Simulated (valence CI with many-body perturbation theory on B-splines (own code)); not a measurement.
Which ion has this spectrum?

A relativistic CI+MBPT calculation for an atom or ion with 14 electrons gives these levels (eV):

```
J  Parity       E     g
0    even    0.00      
1    even   15.36  1.50
2    even   19.37  1.25
2    even   37.85  1.24
0    even   47.64      
2     odd   76.15  1.86
1     odd   90.55  0.78
2     odd   94.30  1.34
3     odd   99.71  1.33
2     odd  108.24  1.06
0     odd  108.66      
1     odd  110.61  1.31
2     odd  118.12  0.94
1     odd  123.29  1.55
```

The energies are calculated, and their last digits are not significant.

Question: Which is it?
A. Zr26+
B. Nb27+
C. Sr24+
D. Y25+

Answer: A. Zr26+, ground level (3s^2 3p1/2^2) J=0.
